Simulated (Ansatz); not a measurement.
Ansatz (a quantum-chemistry and plane-wave program) input (PBE0/6-31G* with LANL2DZ past Ar): The .json file joins the Basis Set Exchange's 6-31G* for atoms up to Ar and LANL2DZ past it.

Ansatz 0.2 input:
```yaml
crystal:
  periodic: [false, false, false]
  atoms:
    - {symbol: Sb, position_ang: [-0.33499300, -0.17820600, 0.48278300]}
    - {symbol: Cl, position_ang: [-0.34556600, 1.85082400, -0.72811400]}
    - {symbol: Cl, position_ang: [1.35054500, -1.31620700, -0.72023700]}
basis:
  gaussian:
    orbitals: 6-31Gs+LANL2DZ.json
hamiltonian:
  xc: {name: PBE0}
magnetization: {spin_polarized: true, initial_magnetization: 1}
output: {forces: true}
```

Output:

```
Functional definition: PBE0
integrals: 0.01 GiB planned
455 factors; integrals over basis functions are off by at most 1.7e-4 eV
mean field: 0.17 GiB planned
mean field evaluation 1: about -25183.1362 eV, gradient 1.3e1 eV
mean field evaluation 2: about -25181.6534 eV, gradient 2.0e1 eV
mean field evaluation 4: about -25184.3918 eV, gradient 4.6e-1 eV
mean field evaluation 8: about -25184.4219 eV, gradient 2.1e-2 eV
mean field evaluation 16: about -25184.4219 eV, gradient 6.4e-5 eV
mean field -25184.42188525 eV, -925.5104336685 hartree, gradient 1.2e-5 eV, S^2 0.751681; 0 other end points of the search recorded, 0 dependent functions left out
the calculation of the forces begins
reference -25184.42190597 eV, -925.5104344300 hartree; 20, 19 occupied and 26, 27 virtual orbitals, 455 factors
Total energy: -25184.42190597 eV, -925.5104344300 hartree
Atom 0 at    -0.334993    -0.178206     0.482783 Å, force    -0.318594    -0.169482     0.459150 eV/Å
Atom 1 at    -0.345566     1.850824    -0.728114 Å, force     0.006719     0.369639    -0.230284 eV/Å
Atom 2 at     1.350545    -1.316207    -0.720237 Å, force     0.311875    -0.200157    -0.228866 eV/Å
Dipole moment:    -0.366678    -0.195061     0.528447 e Å
```

The geometry given is a B3LYP-D3(BJ)/def2-TZVP minimum.
